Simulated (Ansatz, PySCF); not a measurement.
C5H9N, SMILES C=C(C)/N=C/C. Atoms are numbered in the order given.

```xyz
15

C     -1.3582     1.3619     0.4223
C     -1.0247     0.1106     0.0568
C     -1.9734    -1.0562     0.1037
N      0.2295    -0.2085    -0.4874
C      1.2993     0.0838     0.1335
C      2.6577    -0.1709    -0.4382
H     -2.3644     1.5929     0.7775
H     -0.6505     2.1878     0.3215
H     -1.5735    -1.8525     0.7546
H     -2.0817    -1.4938    -0.9020
H     -2.9628    -0.7592     0.4774
H      1.2591     0.5494     1.1407
H      3.2466    -0.8199     0.2325
H      2.5750    -0.6424    -1.4269
H      3.2174     0.7761    -0.5306
```

Geometry: B3LYP-D3(BJ)/def2-SVP. The structure was generated by enumeration; whether it is a known compound was not checked. Other conformers were not sampled.

Two levels are set side by side: PBE-D3(BJ)/def2-SVP (Ansatz, a first-principles code) and B3LYP-D3(BJ)/def2-SVP (Ansatz). Each level has its own optimised geometry; the coordinates shown are those of the second. Frequencies come from the Hessian of PySCF at each geometry. Differences are taken from unrounded values.

```csv
quantity,B3LYP-D3(BJ),PBE-D3(BJ),PBE-D3(BJ) minus B3LYP-D3(BJ)
mean bond length (Å),1.209,1.216,0.007
bond C1–C2 (Å),1.346,1.356,0.011
bond C2–C3 (Å),1.505,1.507,0.002
bond C2–N4 (Å),1.404,1.403,-0.001
bond N4–C5 (Å),1.271,1.281,0.010
bond C5–C6 (Å),1.496,1.496,0.000
bond C1–H7 (Å),1.092,1.100,0.008
bond C1–H8 (Å),1.092,1.100,0.008
bond C3–H9 (Å),1.103,1.111,0.007
bond C3–H10 (Å),1.102,1.110,0.007
bond C3–H11 (Å),1.099,1.106,0.007
bond C5–H12 (Å),1.110,1.120,0.010
bond C6–H13 (Å),1.104,1.111,0.007
bond C6–H14 (Å),1.099,1.106,0.007
bond C6–H15 (Å),1.104,1.111,0.007
highest harmonic wavenumber (cm⁻¹),3248,3188,-60
mean harmonic wavenumber (cm⁻¹),1448,1408,-39
zero-point energy (kcal/mol),80.71,78.51,-2.19
```

GGA bonds tend to be longer and softer than those of functionals with exact exchange. Differences between two approximate levels are no errors against the true value.
